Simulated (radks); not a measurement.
Excited configurations of Al I: one electron is placed in a higher orbital outside [Ne] 3s2. The ground configuration is [Ne] 3s2 3p1. All-electron calculation, scalar-relativistic Kohn-Sham, PBE, spin-polarised, spherical densities, point nucleus; open shells are filled with parallel spins first. Program: a radial shooting solver on a logarithmic mesh with Libxc functionals. Excitation = E - E(ground); binding = E(ion) - E, where the ion is the core of charge +1; n* = 1/sqrt(2 binding) in atomic units, and the quantum defect is n - n*.

outer orbital  excitation (eV)  binding (eV)     n*  quantum defect  eigenvalue (eV)  <r> (bohr)
4p                       3.806         2.148  2.517           1.483           -1.246       9.382
5d                       5.149         0.805  4.112           0.888           -0.503       25.91
5f                       5.281         0.673  4.495           0.505           -0.405       28.27
6s                       5.012         0.942  3.801           2.199           -0.622       24.35
6p                       5.170         0.784  4.165           1.835           -0.515       28.71

The Delta-SCF ionisation energy is 5.954 eV (NIST Atomic Spectra Database: 5.986 eV, measured). Self-interaction in the functional shifts the binding energies and quantum defects, so they are the method's values and not measured ones. Open shells are spherical and high-spin; term and fine-structure splittings are not resolved.
